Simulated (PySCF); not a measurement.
# Working out the ionisation energy of Mg⁺

Mg⁺ [Ne] 3s1 (2S) → Mg²⁺ [Ne] (1S). All numbers are calculated (PySCF 2.14, the non-relativistic Hamiltonian (point nucleus), in aug-cc-pCVDZ). Frozen: 1s2. Energies in hartree (1 hartree = 27.21139 eV):

```json
{"part": "UHF", "Mg⁺ (lower)": "-199.365083", "Mg²⁺ (upper)": "-198.824295"}
{"part": "CCSD correlation", "Mg⁺ (lower)": "-0.168527", "Mg²⁺ (upper)": "-0.165594"}
{"part": "(T)", "Mg⁺ (lower)": "-0.000284", "Mg²⁺ (upper)": "-0.000225"}
```

Q: What does Hartree-Fock give?

A: (-198.824295) − (-199.365083) = 0.540788 hartree = 14.716 eV.

Q: What do CCSD and CCSD(T) give?

A: The CCSD correlation energies differ by 0.002933 hartree = 0.080 eV and the triples by 0.000059 hartree = 0.002 eV, so CCSD gives 14.796 eV and CCSD(T) 14.798 eV.

Measured between the centres of the two terms (NIST): 15.035 eV, so CCSD(T) (valence and next inner shell) is off by -0.237 eV.

A double-zeta basis recovers only part of the correlation energy.

What remains against the reference includes basis incompleteness, the frozen core and higher excitations.
